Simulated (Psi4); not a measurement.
C2HF3N (SMILES [NH+]#CC(F)(F)F), charge +1, singlet, geometry from GFN2-xTB. Base run: SVWN/STO-3G in Psi4.

Psi4 was given this input:
```
memory 2 GB

molecule {
1 1
C    -0.00357870   -0.00388384   -0.43701688
C     0.00895947    0.00972339    1.09409525
F     0.00349931    1.23991186   -0.85620868
F     1.06817651   -0.64032281   -0.84821731
F    -1.09243569   -0.62211898   -0.83068599
N     0.01827385    0.01983196    2.23153038
H     0.02663717    0.02890836    3.25282500
}

set {
  basis sto-3g
}

energy('svwn')
print_variables()
```

Each row names what was changed in the base input (with any setting that the change needs).

```tsv
change	basis functions	E (Eh)
base	31	-422.59050
basis = 6-31G	56	-428.49630
basis = 3-21G	56	-426.30363
basis = def2-SV(P)	86	-428.30931
basis = 6-31+G*	116	-428.64498
basis = def2-SVPD	137	-428.34077
basis = 6-311++G**	139	-428.76414
basis = aug-pcseg-1	147	-428.57516
basis = aug-cc-pVDZ	147	-428.67777
basis = def2-TZVP	192	-428.82554
basis = cc-pVTZ	194	-428.80931
basis = def2-TZVPP	200	-428.82626
basis = def2-TZVPD	240	-428.82734
```

Totals compare only among sets that treat the same electrons; sets with core potentials leave the core out.
